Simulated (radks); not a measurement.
Results of a calculation; reference values are marked as such.
Spherical quantum dot in the effective-mass picture: electrons in a parabolic well V = omega^2 r^2 / 2 with omega = 0.104, all in effective atomic units (hartree* = m*/eps^2 hartree, bohr* = eps/m* bohr), one dielectric constant everywhere. Level of theory: non-relativistic Kohn-Sham, LDA (Slater exchange, Perdew-Wang correlation), spin-polarised, spherical densities (a radial shooting solver with Libxc functionals). Levels are named by radial order and angular momentum (1s, 1p, 1d, 2s, ...), and open shells are averaged over m. Results are scaled to m* = 0.393 and eps = 6.8, for which hartree* = 231.3 meV and bohr* = 0.9156 nm.

N = 22, configuration 1s2 1p6 1d10 2s2 1f(up 2, down 0). This is the lowest configuration that the search found. Occupied and some empty levels:

level,occupation,eigenvalue (meV),<r> (nm)
1s up,1,569.84,7.607
1s down,1,570.55,7.467
1p up,3,574.13,8.540
1p down,3,575.01,8.480
1d up,5,580.17,9.179
1d down,5,581.15,9.156
2s up,1,585.55,6.738
2s down,1,585.95,6.810
1f up,2,587.71,9.684
1f down,0,588.73,9.682
2p up,0,595.19,7.776
2p down,0,595.65,7.789
1g up,0,596.55,10.12
1g down,0,597.58,10.12
2d up,0,605.55,8.617
2d down,0,606.09,8.612

Energy (meV): total 7619.78, kinetic 285.60, external 2656.8, Hartree 5311.1, exchange-correlation -633.72.

Electron density:

r (nm),n(r) (e/nm^3)
0.360,0.005003
1.26,0.004730
2.17,0.004234
3.07,0.003675
3.98,0.003244
4.88,0.003091
5.79,0.003257
6.69,0.003637
7.59,0.003992
8.50,0.004030
9.40,0.003550
10.3,0.002611
11.2,0.001547
12.1,0.0007245
13.0,0.0002604
13.9,0.00007202
14.8,0.00001532
15.7,2.584e-06
16.6,3.315e-07
17.5,3.339e-08
